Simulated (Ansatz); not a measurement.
Sr₈O₈ (started as a model of: 1x4x4 SrO rock-salt block). The state is a triplet with charge 0. Geometry PBE-D4/def2-SVP, that of the neutral singlet; atoms count from 1.

```xyz
16

Sr    3.853    2.179   -1.511
O     1.718    2.627   -1.742
Sr   -0.314    2.118   -2.957
O    -2.507    2.537   -2.902
O     3.419    0.882    0.207
Sr    1.046    1.447    0.292
O    -0.829    0.819   -1.048
Sr   -3.135    1.354   -1.115
Sr    3.131   -1.349    1.125
O     0.830   -0.808    1.055
Sr   -1.040   -1.439   -0.294
O    -3.411   -0.878   -0.204
O     2.492   -2.556    2.897
Sr    0.305   -2.119    2.959
O    -1.713   -2.631    1.731
Sr   -3.848   -2.182    1.508
```

In the def2 sets Sr takes a core potential; there is no spin–orbit coupling. At PBE0-D4/def2-SVP a singlet of charge 0 lies 1.60 eV below the triplet at the same geometry.

**Question.** Estimate the Mulliken populations from the PBE0/def2-SVP orbitals of Ansatz.

**Answer.** 
| atom | charge (e) | spin (α − β) |
| --- | --- | --- |
| Sr1 | 0.20 | 0.50 |
| O2 | -0.78 | 0.01 |
| Sr3 | 0.66 | 0.07 |
| O4 | -0.65 | 0.49 |
| O5 | -0.78 | 0.01 |
| Sr6 | 1.50 | -0.20 |
| O7 | -0.83 | 0.03 |
| Sr8 | 0.67 | 0.07 |
| Sr9 | 0.67 | 0.07 |
| O10 | -0.83 | 0.03 |
| Sr11 | 1.52 | -0.20 |
| O12 | -0.78 | 0.01 |
| O13 | -0.64 | 0.50 |
| Sr14 | 0.65 | 0.08 |
| O15 | -0.78 | 0.01 |
| Sr16 | 0.19 | 0.50 |
Mulliken values and Mayer orders depend strongly on the basis.

**Question.** Where does the spin sit?

**Answer.** Summed by element: Sr 0.90, O 1.10, of 2 unpaired in all. Largest on single atoms: Sr16 0.50, O13 0.50, Sr1 0.50.

**Question.** And the Mayer bond orders between bonded heavy atoms (over 0.3)?

**Answer.** Sr1–O2 1.02 (2.19 Å); Sr1–O5 1.01 (2.20 Å); O2–Sr3 0.67 (2.42 Å); O2–Sr6 0.37 (2.44 Å); Sr3–O4 0.75 (2.23 Å); Sr3–O7 0.57 (2.37 Å); O4–Sr8 0.73 (2.23 Å); O5–Sr6 0.39 (2.44 Å); O5–Sr9 0.68 (2.43 Å); Sr6–O7 0.35 (2.39 Å); Sr6–O10 0.35 (2.39 Å); O7–Sr8 0.57 (2.37 Å); O7–Sr11 0.35 (2.39 Å); Sr8–O12 0.68 (2.43 Å); Sr9–O10 0.58 (2.36 Å); Sr9–O13 0.72 (2.24 Å); O10–Sr11 0.34 (2.39 Å); O10–Sr14 0.57 (2.37 Å); Sr11–O12 0.39 (2.44 Å); Sr11–O15 0.36 (2.44 Å); O12–Sr16 1.01 (2.20 Å); O13–Sr14 0.75 (2.23 Å); Sr14–O15 0.68 (2.42 Å); O15–Sr16 1.02 (2.19 Å). Values over 0.3 also appear between atoms too far apart for a bond (Sr1–Sr16 0.44 at 9.35 Å); they arise where an orbital or an unpaired electron spreads over both atoms.
